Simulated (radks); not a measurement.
Q: Neutral nitrogen, [He] 2s2 2p3. All-electron calculation, non-relativistic Kohn-Sham, PBE, spin-polarised, spherical densities, point nucleus. Program: a radial shooting solver on a logarithmic mesh with Libxc functionals. Every spin shell is full or empty, so the densities are truly spherical. Functionals are evaluated on that one density, not self-consistently. Rank these exchange functionals by their error against the exact value of the orbitals, and give that value: LDA, B88, PBE, PW91, AM05, G96, EV93, TASK.

A: Exact: -6.57138 hartree. From best to worst, with 100 (|E| - |E exact|)/|E exact| (equal figures are ties): B88 +0.03, G96 +0.04, PW91 -0.25, PBE -0.63, TASK -2.51, EV93 +3.22, AM05 -8.62, LDA -10.54.
